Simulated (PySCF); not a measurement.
Two species compared at the same levels of theory.

First species: C8H10N2.
Z-matrix (Å and degrees, PBE0-D3(BJ)/def2-SVP geometry), rows numbered from 1:
```
C 
C   1  1.3398
C   2  1.4535  1  126.33
C   3  1.4222  2  129.98  1     2.37
N   4  1.3217  3  111.94  2  -179.95
N   5  1.3303  4  104.69  3     0.07
C   6  1.3553  5  114.00  4    -0.23
C   7  1.4768  3  131.67  2     1.49
C   8  1.5046  7  120.15  3   -63.47
C   9  1.4958  8   60.28  7  -109.53
H   1  1.0937  2  122.11  3     0.28
H   1  1.0920  2  120.96  3  -179.81
H   2  1.0958  1  118.55  3  -179.91
H   4  1.0895  3  128.28  2     0.42
H   6  1.0118  5  119.82  4   179.90
H   8  1.0967  7  114.63  3    81.25
H   9  1.0925  8  117.87 10  -108.73
H   9  1.0928  8  117.08 10   108.07
H  10  1.0924  8  117.64  9   108.69
H  10  1.0935  8  118.03  9  -107.51
```

Second species: GeH2(nBu)2, C8H20Ge.
SMILES: `[H][Ge]([H])([CH2]CCC)[CH2]CCC`

Levels: CAM-B3LYP/def2-SVPD for HOMO energy, LUMO energy, HOMO–LUMO gap and static isotropic polarisability; TDDFT CAM-B3LYP/def2-SVPD for lowest singlet excitation; TDA CAM-B3LYP/def2-SVPD for lowest triplet excitation (Tamm–Dancoff). Geometries: PBE0-D3(BJ)/def2-SVP. Each structure is a single optimised conformer of the isolated species, non-relativistic unless stated. Electronic properties by PySCF.

The conformers computed, where there is a choice (atom-mapped SMILES and torsion angles):
- `[CH2:1]=[CH:2][c:3]1[cH:4][n:5][nH:6][c:7]1[CH:8]1[CH2:9][CH2:10]1`: C1–C2–C3–C4 2°, N6–C7–C8–C9 118°

```json
{"property": "HOMO energy", "column X": "-9.07 eV", "column Y": "-7.49 eV"}
{"property": "LUMO energy", "column X": "1.14 eV", "column Y": "0.61 eV"}
{"property": "HOMO–LUMO gap", "column X": "10.21 eV", "column Y": "8.10 eV"}
{"property": "lowest singlet excitation", "column X": "7.41 eV", "column Y": "5.45 eV"}
{"property": "lowest triplet excitation (Tamm–Dancoff)", "column X": "7.27 eV", "column Y": "3.47 eV"}
{"property": "static isotropic polarisability", "column X": "132.0 au", "column Y": "107.4 au"}
```

Q: Which column belongs to which species?

A: Column X is the second species and column Y the first. The first has 20 atoms and 72 electrons, the second 29 and 100.

Q: How does each property change from the first species to the second?

A: HOMO energy -1.58 eV; LUMO energy +0.53 eV; HOMO–LUMO gap +2.11 eV; lowest singlet excitation +1.96 eV; lowest triplet excitation (Tamm–Dancoff) +3.80 eV; static isotropic polarisability +24.6 au.

On the first: The principal polarisabilities are 70.7, 110.0 and 141.4 au; their mean is the isotropic value. In wavenumbers S1 is 44000 cm⁻¹ (1 eV = 8065.54 cm⁻¹).

On the second: The vertical singlet–triplet gap S1 − T1 is 0.14 eV (TDDFT singlet less Tamm–Dancoff triplet; S1: HOMO→LUMO, weight 0.88; T1: HOMO→LUMO, weight 0.81). The principal polarisabilities are 113.8, 119.6 and 162.5 au; their mean is the isotropic value. The calculation is non-relativistic and has no spin–orbit coupling, an omission that weighs most on germanium.
